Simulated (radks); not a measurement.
Values are calculated unless marked as measured or tabulated.
The osmium ion Os4+, 72 electrons, occupied as [Xe] 4f14 5d4. Level of theory: scalar-relativistic Kohn-Sham, LDA (Slater exchange, Perdew-Wang correlation), spin-polarised, spherical densities, finite nucleus; open shells are filled with parallel spins first (spin-orbit coupling, left out, can overturn this in heavy ions); Fermi nuclear charge, rms radius 5.4126 fm (a radial shooting solver on a logarithmic mesh with Libxc functionals). Some entries of the table are withheld. Estimate them.

orbital  occ.  eigenvalue (hartree)  r(max) (bohr)
1s up       1             -2713.255        0.01104
1s down     1             -2713.255        0.01104
2s up       1             -474.0332        0.06345
2s down     1             -474.0233        0.06345
2p up       3             -413.2841        0.05220
2p down     3             -413.2758        0.05220
3s up       1             -111.6004         0.1789
3s down     1             -111.5956         0.1789
3p up       3             -93.75467         0.1775
3p down     3             -93.74963         0.1775
3d up       5             -73.74553         0.1444
3d down     5             -73.73811         0.1444
4s up       1             -24.86509         0.4049
4s down     1             -24.85494         0.4050
4p up       3             -19.00654         0.4252
4p down     3             -18.99630         0.4252
4d up       5             -11.72187         0.4346
4d down     5             -11.70951         0.4346
5s up       1              -5.07931         0.9127
5s down     1              -5.00198         0.9092
4f up       7                   (1)         0.4049
4f down     7                   (2)         0.4047
5p up       3              -3.56824          1.027
5p down     3              -3.47344          1.022
5d up       4              -1.82604          1.300
5d down     0              -1.71584          1.291

Answer. 
(1) 4f up eigenvalue (hartree): -3.62197
(2) 4f down eigenvalue (hartree): -3.60190
